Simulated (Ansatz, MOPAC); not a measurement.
System: CAuClO, charge 0, multiplicity 1. SMILES: [O+]#[C-]->[Au][Cl]

Atoms: Au1, Cl2, O3, C4. Bonds: Au1-Cl2, Au1-C4, O3-C4.

Bond lengths (Å) and angles (degrees) optimised at PM7 with MOPAC; HF/6-31G* with LANL2DZ past Ar with Ansatz (a quantum-chemistry and plane-wave program); PBE/6-31G* with LANL2DZ past Ar with Ansatz; B3LYP/6-31G* with LANL2DZ past Ar with Ansatz, each started from the B3LYP-D3(BJ)/def2-TZVP structure (Ansatz) of the last column. A row stands for all coordinates that are equal there. 6-31G* holds six Cartesian d functions. No wavenumbers were computed at PBE/6-31G* with LANL2DZ past Ar, so these may be saddle points.

```tsv
coordinate	PM7	HF/6-31G* with LANL2DZ past Ar	PBE/6-31G* with LANL2DZ past Ar	B3LYP/6-31G* with LANL2DZ past Ar	B3LYP-D3(BJ)/def2-TZVP
Au1-Cl2	2.396	2.322	2.287	2.297	2.251
Au1-C4	2.155	2.034	1.896	1.926	1.907
O3-C4	1.139	1.106	1.153	1.138	1.129
Cl2-Au1-C4	180.0	180.0	180.0	180.0	180.0
Au1-C4-O3	180.0	180.0	180.0	180.0	180.0
```

Mean signed difference of all 3 bond lengths from B3LYP-D3(BJ)/def2-TZVP: PM7 0.135 Å, HF/6-31G* with LANL2DZ past Ar 0.059 Å, PBE/6-31G* with LANL2DZ past Ar 0.016 Å, B3LYP/6-31G* with LANL2DZ past Ar 0.025 Å.
